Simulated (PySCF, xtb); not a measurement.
ClSi, SMILES Cl[Si] (connectivity only; charge and spin as stated), neutral, multiplicity 2.

Harmonic wavenumbers (cm⁻¹) from GFN2-xTB (xtb) at its own minimum, in rising order: 389.

Q: What does B3LYP-D3(BJ)/def2-TZVPD (PySCF) give at its own minimum? (Estimate from the structure and the level; the computed values follow.)

A: 508. Paired by order, the mean absolute difference is 119 cm⁻¹ and the zero-point energies are 0.6 and 0.7 kcal/mol.
